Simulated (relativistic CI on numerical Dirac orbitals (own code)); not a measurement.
Calculated at this level of theory: Dirac-Coulomb-Breit CI, KLI orbitals optimised for each configuration, model QED (radiative potential, 1s self-energy scaled to tabulated hydrogen-like ionisation energies), valence Slater integrals scaled by 0.9, P86 correlation estimate, and configurations built on the next ion tied to the tabulated ionisation energy (semi-empirical) (own radial code, finite nucleus).

Configuration list (outside the closed core [Ne]): 3s2 3p6 3d10, 3s2 3p6 3d9 4s, 3s2 3p6 3d9 4p, 3s2 3p6 3d9 4d, 3s2 3p6 3d9 5s, 3s2 3p6 3d9 4f, 3s2 3p6 3d8 4s2, 3s2 3p6 3d8 4s 4p, 3s2 3p6 3d8 4p2, 3s2 3p6 3d9 5p, 3s2 3p6 3d8 4s 4d, 3s2 3p6 3d9 5d, 3s2 3p6 3d8 4p 4d, 3s2 3p6 3d9 5f, 3s2 3p6 3d9 5g, 3s2 3p5 3d10 4s, 3s2 3p6 3d8 4d2, 3s2 3p5 3d9 4s2, 3s2 3p5 3d10 4p, 3s2 3p5 3d9 4s 4p, 3s2 3p5 3d9 4p2, 3s2 3p5 3d10 4d, 3s2 3p5 3d9 4s 4d, 3s 3p6 3d10 4s. Levels of other configurations are missing.

Configurations that consist of the next ion and one excited electron were tied to the tabulated ionisation energy; Rydberg ones are usually within 1,000 to 3,000 cm⁻¹ and the lowest ones within about 6,000 (9,000 in d shells), while levels on excited terms of the next ion carry the error of that term, and the other configurations can be misplaced by 10,000 cm⁻¹ or more. Rates follow the energies as ν³ (E1, M1) or ν⁵ (E2), so rates, branching and lifetimes can be off by large factors.

Outline of the computed level scheme of Rb X. Lowest level of each configuration: 3s2 3p6 3d10 1S_0 at 0.000 eV; 3s2 3p6 3d9 4s 3D_3 at 103.986 eV; 3s2 3p6 3d9 4p 3P°_2 at 124.186 eV; 3s2 3p6 3d9 4d 3S_1 at 157.460 eV; 3s2 3p6 3d9 5s 3D_3 at 184.242 eV; 3s2 3p6 3d9 4f 3P°_0 at 188.389 eV.

Some strong electric-dipole decays among the lowest 45 levels: 3s2 3p6 3d9 4p 1P°_1 → 3s2 3p6 3d10 1S_0 (1.2e+11 s⁻¹); 3s2 3p6 3d9 4p 3D°_1 → 3s2 3p6 3d10 1S_0 (2.8e+10 s⁻¹); 3s2 3p6 3d9 4f 3H°_6 → 3s2 3p6 3d9 4d 3G_5 (2.7e+10 s⁻¹); 3s2 3p6 3d9 4d 3G_5 → 3s2 3p6 3d9 4p 3F°_4 (2.7e+10 s⁻¹); 3s2 3p6 3d9 4f 3H°_5 → 3s2 3p6 3d9 4d 3G_4 (2.6e+10 s⁻¹); 3s2 3p6 3d9 4d 3G_4 → 3s2 3p6 3d9 4p 3F°_3 (2.6e+10 s⁻¹); 3s2 3p6 3d9 4d 1G_4 → 3s2 3p6 3d9 4p 3F°_3 (2.6e+10 s⁻¹); 3s2 3p6 3d9 4d 3P_2 → 3s2 3p6 3d9 4p 3P°_2 (2.0e+10 s⁻¹).

LS names give the leading component of a level, which can be under half, so a name can repeat, a term be missing and a line seem to break the LS rules.
